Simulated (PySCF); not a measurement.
Two-component Hartree-Fock for Hf³⁺ (hafnium, charge +3)

Start: [Xe] 4f14 5d1; 5d5/2 filled at m_j = +5/2. Calculated with PySCF 2.14 in x2c-TZVPall-2c: generalised Hartree-Fock with the X2C-1e Hamiltonian and a Gaussian nucleus; spin-orbit coupling (SO) screened by Boettger's factors. This is a chosen level, not necessarily the ground level.

| spinor shell | electrons | ε, screened SO (eV) | weight of nominal j (screened SO) | rms radius, screened SO (bohr) |
| --- | --- | --- | --- | --- |
| 1s1/2 | 2 | -65701.0 | 1.000 | 0.0215 |
| 2s1/2 | 2 | -11393.8 | 1.000 | 0.0869 |
| 2p1/2 | 2 | -10863.1 | 1.000 | 0.0740 |
| 2p3/2 | 4 | -9665.7 | 1.000 | 0.0812 |
| 3s1/2 | 2 | -2676.2 | 1.000 | 0.222 |
| 3p1/2 | 2 | -2441.1 | 1.000 | 0.214 |
| 3p3/2 | 4 | -2179.9 | 1.000 | 0.228 |
| 3d3/2 | 4 | -1786.4 | 1.000 | 0.202 |
| 3d5/2 | 6 | -1730.0 | 1.000 | 0.206 |
| 4s1/2 | 2 | -591.28 | 1.000 | 0.498 |
| 4p1/2 | 2 | -493.60 | 1.000 | 0.508 |
| 4p3/2 | 4 | -433.32 | 1.000 | 0.541 |
| 4d3/2 | 4 | -272.16 | 1.000 | 0.571 |
| 4d5/2 | 6 | -260.90 | 1.000 | 0.583 |
| 5s1/2 | 2 | -107.21 | 1.000 | 1.22 |
| 5p1/2 | 2 | -75.990 | 0.996 | 1.35 |
| 5p3/2 | 4 | -68.086 | 0.998 | 1.45 |
| 4f5/2 | 6 | -59.245 | 0.995 | 0.739 |
| 5d5/2 | 1 | -32.033 | 1.000 | 2.14 |

Question: Where does 4f7/2 lie, and what is the 4f spin-orbit splitting (screened SO)?

Answer: At -57.590 eV, 1.655 eV above 4f5/2.

```
   quantity   screened SO
E (hartree)  -15081.26802
        M_J           5/2
       ⟨J²⟩         8.754
       ⟨L²⟩         6.114
       ⟨S²⟩         0.863
```

Each row is a mean over spinors that exchange with the open shell spreads, by up to 3.312 eV (5p3/2).

Breit and QED terms are absent; they matter most for the inner s and p1/2 levels.

Densities and radii are taken from the X2C orbitals without a picture-change correction, which distorts them close to the nucleus.
